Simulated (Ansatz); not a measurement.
Geometry optimisation, UKS PBE0/def2-mTZVP (Ansatz 0.2.0).

Input:

```yaml
crystal:
  periodic: [false, false, false]
  atoms:
    - { symbol: B, position_ang: [-0.027975, -0.067677, -0.058292] }
    - { symbol: Cl, position_ang: [0.317302, -0.464012, 1.693466] }
    - { symbol: O, position_ang: [0.91311, -0.267855, -0.985216] }
    - { symbol: H, position_ang: [1.740765, -0.622502, -0.63347] }
    - { symbol: H, position_ang: [-1.093434, 0.362601, -0.34974] }
    - { symbol: "N", position_ang: [0.301646, -0.210958, 4.616547] }
    - { symbol: H, position_ang: [-0.690039, -0.493844, 4.632621] }
    - { symbol: H, position_ang: [0.250124, 0.812346, 4.514184] }
magnetization:
  spin_polarized: true
  initial_magnetization: 1
basis:
  gaussian: { orbitals: def2-mTZVP }
hamiltonian:
  xc: pbe0
relax:
  f_tol: 0.03
  max_steps: 50
output:
  orbitals: {}
```

Command:

```bash
$ ansatz run input.yaml --threads 4 --pin off --max-ram 5120MiB --backend cpu --events-out ev --progress --plain --runs-dir out
```

Question: Where does it end, and by what steps?

Answer: It converged. The force dipped under the threshold on the way, but the program's further checks kept it going. After 33 steps the energy has fallen by 0.066 eV; N6 moved furthest, 0.86 Å.

```
step  energy less start (eV)  largest force component (eV/Å)  accepted
   0                  0.0000                           1.051       yes
   2                 -0.0369                           0.636       yes
   4                 -0.0491                           0.388       yes
   6                 -0.0554                           0.144       yes
   8                 -0.0578                           0.024       yes
  10                 -0.0566                           0.339        no
  12                 -0.0568                           0.380        no
  14                 -0.0595                           0.104       yes
  16                 -0.0603                           0.032       yes
  18                 -0.0609                           0.165       yes
  20                 -0.0624                           0.021       yes
  22                 -0.0618                           0.288        no
  24                 -0.0613                           0.361        no
  26                 -0.0631                           0.031       yes
  28                 -0.0636                           0.095       yes
  30                 -0.0644                           0.091       yes
  32                 -0.0630                           0.226        no
  33                 -0.0658                           0.014       yes
```

```xyz
8
Properties=species:S:1:pos:R:3
B 0.128 -0.091 0.057
Cl 0.914 -0.767 1.503
O 0.710 -0.178 -1.145
H 1.565 -0.626 -1.144
H -0.925 0.441 0.173
N -0.277 0.244 5.058
H -0.710 -0.587 4.632
H 0.307 0.612 4.295
```

Time of the run: 53 s on 4 threads of Arm Neoverse V1, on a shared host, peak memory 0.24 GiB.
